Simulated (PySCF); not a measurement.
A side-by-side comparison of computed properties.

First species: C₄H₅FS₃.
Z-matrix (Å and degrees, GFN2-xTB geometry), rows numbered from 1:
```
C 
C   1  1.5149
F   2  1.3699  1  109.52
C   2  1.5222  1  114.50  3  -121.85
S   4  1.8154  2  108.94  1   -78.97
C   5  1.7546  4   96.88  2   -33.76
S   6  1.6223  5  122.60  4  -170.04
S   6  1.7493  5  114.47  4    10.98
H   1  1.0877  2  109.77  3   -60.91
H   1  1.0887  2  109.60  3    58.42
H   1  1.0871  2  109.99  3   178.82
H   4  1.0923  2  109.87  1   161.94
H   4  1.0894  2  111.35  1    40.30
```

Second species: C2H4NP.
Atom-mapped SMILES: `[CH3:1][NH:2][C:3]#[P:4]` (hydrogens: H5, H6, H7 on C1; H8 on N2)

Geometry (GFN2-xTB, Å), atoms numbered from 1 in this order:
```xyz
8
C2H4NP angstrom
C     -0.9345   -0.2425   -0.1115
N      0.2401    0.3894    0.4468
C      1.4473    0.1123    0.0012
P      2.8733   -0.3015   -0.4781
H     -1.3417    0.3173   -0.9613
H     -0.6668   -1.2416   -0.4510
H     -1.7027   -0.3206    0.6592
H      0.0942    1.2967    0.8702
```

Levels: B3LYP/def2-SVPD for dipole moment, HOMO energy, LUMO energy, HOMO–LUMO gap, static isotropic polarisability and electronic spatial extent ⟨r²⟩ about the centre of nuclear charge; TDDFT B3LYP/def2-SVPD for lowest singlet excitation; TDA B3LYP/def2-SVPD for lowest triplet excitation (Tamm–Dancoff); GFN2-xTB for rotational constant A and rotational constant C. Geometries: GFN2-xTB. Each species is one conformer at its optimised geometry, gas phase, non-relativistic unless stated; the electronic structure was computed with PySCF and density fitting.

Values for the first species:

- Dipole moment: 3.90 D
- HOMO energy: -6.51 eV
- LUMO energy: -2.36 eV
- HOMO–LUMO gap: 4.15 eV
- Lowest singlet excitation: 2.85 eV
- Lowest triplet excitation (Tamm–Dancoff): 2.49 eV
- Static isotropic polarisability: 112.1 au
- Electronic spatial extent ⟨r²⟩ about the centre of nuclear charge: 1508 bohr²
- Rotational constant A: 2.236 GHz
- Rotational constant C: 0.754 GHz

Task: Estimate the same properties for the second species, and the change in each.

Result: 
```
                                                         property       first      second  second less first
                                                    dipole moment      3.90 D      3.25 D            -0.65 D
                                                      HOMO energy    -6.51 eV    -5.72 eV           +0.79 eV
                                                      LUMO energy    -2.36 eV    -1.02 eV           +1.34 eV
                                                    HOMO–LUMO gap     4.15 eV     4.70 eV           +0.55 eV
                                        lowest singlet excitation     2.85 eV     3.29 eV           +0.44 eV
                         lowest triplet excitation (Tamm–Dancoff)     2.49 eV     2.90 eV           +0.41 eV
                                  static isotropic polarisability    112.1 au     60.9 au           -51.2 au
electronic spatial extent ⟨r²⟩ about the centre of nuclear charge  1508 bohr²   456 bohr²        -1052 bohr²
                                            rotational constant A   2.236 GHz  34.671 GHz        +32.435 GHz
                                            rotational constant C   0.754 GHz   2.628 GHz         +1.874 GHz
```

On the first: The 8 singlets span 2.85 to 6.00 eV, and their oscillator strengths add up to 0.28. The vertical singlet–triplet gap S1 − T1 is 0.36 eV (TDDFT singlet less Tamm–Dancoff triplet; S1: HOMO→LUMO, weight 0.98; T1: HOMO→LUMO, weight 0.99).

On the second: The vertical singlet–triplet gap S1 − T1 is 0.39 eV (TDDFT singlet less Tamm–Dancoff triplet; S1: HOMO→LUMO, weight 0.99; T1: HOMO→LUMO, weight 0.97). The dipole matches unit charges of opposite sign 0.68 Å apart (1 e·Å = 4.8032 D).
